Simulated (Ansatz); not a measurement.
Cl3Y, triplet, geometry from GFN2-xTB (such geometries of metal compounds can be far from the true shape) (the multiplicity is a formal guess) (all electrons, no relativity); B3LYP/3-21G (Ansatz, a first-principles code).

Ansatz was given this input:
Ansatz 0.2 input:
```yaml
crystal:
  periodic: [false, false, false]
  atoms:
    - {symbol: Y, position_ang: [0.24151734, 0.62691312, 0.38844030]}
    - {symbol: Cl, position_ang: [1.68510444, -0.84321126, -0.87245213]}
    - {symbol: Cl, position_ang: [-0.87472993, -1.26310920, 1.39683844]}
    - {symbol: Cl, position_ang: [-1.36444369, 0.66810800, -1.41551406]}
basis:
  gaussian:
    orbitals: 3-21G.json
    final_grid: {core_spheres: 6, valence_spheres: 12, degree: 29}
hamiltonian:
  xc: b3lyp
magnetization: {spin_polarized: true, initial_magnetization: 2}
```
The basis file holds 3-21G in the JSON format of the Basis Set Exchange.

The log (banner, timings and long lists left out):

```
Functional definition: B3LYP
844 factors; integrals over basis functions are off by at most 1.6e-4 eV
mean field evaluation 1: about -127674.8756 eV, gradient 1.4e1 eV
mean field evaluation 2: about -127670.5301 eV, gradient 3.1e1 eV
mean field evaluation 4: about -127676.4215 eV, gradient 1.2e0 eV
mean field evaluation 8: about -127676.4412 eV, gradient 1.1e-1 eV
mean field evaluation 16: about -127676.4414 eV, gradient 7.7e-4 eV
mean field evaluation 32: about -127676.1945 eV, gradient 2.2e0 eV
mean field evaluation 64: about -127676.3655 eV, gradient 6.1e-1 eV
mean field -127676.44142340 eV, -4692.0226801098 hartree, gradient 8.4e-6 eV, S^2 2.004864; 9 other end points of the search recorded, 0 dependent functions left out
reference -127676.44171311 eV, -4692.0226907564 hartree; 46, 44 occupied and 32, 34 virtual orbitals, 844 factors
Total energy: -127676.44171311 eV, -4692.0226907564 hartree
```
